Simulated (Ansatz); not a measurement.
Species: C₂H₇O₂Si, net charge 0, doublet state. It need not be the lowest isomer of its formula. 
Structure (B3LYP-D3(BJ)/def2-TZVP (Ansatz, a program for electronic structure) minimum search):
```xyz
12

C      1.5812    -0.8368     0.3387
Si    -0.0304     0.0560    -0.0501
C     -1.5452    -0.8276     0.5735
O      0.0272     0.0758    -1.7036
O     -0.0833     1.5522     0.6400
H      1.5690    -1.8574    -0.0422
H      2.4401    -0.3157    -0.0842
H      1.6886    -0.8605     1.4264
H     -2.4507    -0.3228     0.2347
H     -1.5658    -1.8571     0.2150
H     -1.5486    -0.8322     1.6652
H      0.5250     2.2242     0.3221
```
Charge 0, spin multiplicity 2.

Quantity: atomisation energy (electronic, to ground-state atoms); the coupled-cluster value holds the core correlation from cc-pwCVTZ, in kcal/mol. Correlated levels leave the core frozen unless marked. UHF or UKS for open shells. Spin-orbit coupling is left out. No relativistic terms. CBS marks a two-point X^-3 extrapolation of the correlation energy; Hartree-Fock from the larger set.

Level to compare with: CCSD(T)/CBS(cc-pV(T+d)Z,cc-pV(Q+d)Z) plus the core term (Ansatz), 1099.1 kcal/mol. It is a level with limits of its own, and the differences hold the functionals' basis error too.

Question: Rank these functionals by how close they come to CCSD(T)/CBS(cc-pV(T+d)Z,cc-pV(Q+d)Z), closest first: PBE0/def2-TZVPD (Ansatz); BHLYP/def2-TZVPD (Ansatz); r2SCAN/def2-TZVPD (Ansatz); wB97X-V/def2-TZVPD (Ansatz).

Answer: r2SCAN/def2-TZVPD (meta-GGA, 1098.3 kcal/mol, difference -0.8), wB97X-V/def2-TZVPD (range-separated hybrid with VV10, 1095.7 kcal/mol, difference -3.4), PBE0/def2-TZVPD (global hybrid, 1086.6 kcal/mol, difference -12.5), BHLYP/def2-TZVPD (global hybrid, 1057.6 kcal/mol, difference -41.5)
